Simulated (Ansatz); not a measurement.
Cost and result for the atomization energy of `P[NH][ZnH]` (7 atoms, 6 bonds).

The species carries charge 0 and has multiplicity 1. For Zn the d shell is correlated and the shells below it are frozen. Scalar relativity is left out up to krypton. The structure was optimised at the PBE0-D4/def2-TZVP level. It is one conformer, not always the lowest. Program: Ansatz. All runs use 2 threads of an Arm Neoverse V1 on a shared host. Times are those of one run each, without the atoms' runs, and a repeat can differ threefold. Electronic energies, without spin–orbit coupling; frozen cores. CCSD(T)/CBS adds CCSD(T) − MP2 in def2-TZVPP to the MP2 limit, and its time is that of the two runs behind it. T1 = 0.016. With those shells the extrapolation isn't a true limit. B3LYP takes the VWN-RPA correlation (the form of Gaussian; ORCA's B3LYP/G).

CCSD(T)/CBS is a level of theory with its own doubt, some kJ/mol a heavy atom from the limit and from the frozen cores, so smaller differences don't rank the functionals.

| level | functions | wall time | atomization (kcal/mol) | difference from CCSD(T)/CBS | per bond |
| --- | --- | --- | --- | --- | --- |
| BLYP-D4/def2-TZVPP | 193 | 2.5 s | 420.9 | 2.2 | 0.4 |
| revPBE-D4/def2-TZVPP | 193 | 2.5 s | 414.7 | -4.0 | -0.7 |
| CCSD(T)/def2-SVP | 83 | 2.5 s | 373.1 | -45.6 | -7.6 |
| PBE-D4/def2-TZVPP (with forces) | 193 | 3 s | 425.2 | 6.5 | 1.1 |
| BHLYP-D4/def2-TZVPP | 193 | 3.7 s | 407.8 | -10.9 | -1.8 |
| CAM-B3LYP-D4/def2-TZVPP | 193 | 4 s | 425.3 | 6.6 | 1.1 |
| B3LYP-D4/def2-TZVPP (with forces) | 193 | 5.5 s | 421.2 | 2.5 | 0.4 |
| ωB97X-V/def2-TZVPP | 193 | 10 s | 429.4 | 10.7 | 1.8 |
| B97M-V/def2-TZVPP | 193 | 13 s | 421.9 | 3.2 | 0.5 |
| ωB97M-V/def2-TZVPP (with forces) | 193 | 14 s | 425.4 | 6.7 | 1.1 |
| MP2/def2-QZVPP | 347 | 18 s | 414.4 | -4.3 | -0.7 |
| CCSD(T)/def2-TZVPP | 193 | 71 s | 402.9 | -15.8 | -2.6 |
| CCSD(T)/CBS(def2) | – | 89 s | 418.7 | 0.0 | 0.0 |

The D4 term adds +5.2 kcal/mol with B3LYP and +2.7 kcal/mol with PBE0; it sums over pairs of atoms, weighted by their polarisabilities, and B3LYP, whose exchange is more repulsive, gets the larger term. At CCSD(T), def2-SVP lies −45.6 kcal/mol from the extrapolated value and def2-TZVPP −15.7 kcal/mol: correlation converges slowly with the basis, and small sets miss more of it in the bonded molecule than in its fragments. In def2-TZVPP, CCSD(T) changes the Hartree–Fock value by +136.0 kcal/mol (the triples alone add +7.1 kcal/mol) and MP2 by +137.7 kcal/mol; breaking electron pairs costs correlation energy, which Hartree–Fock lacks.
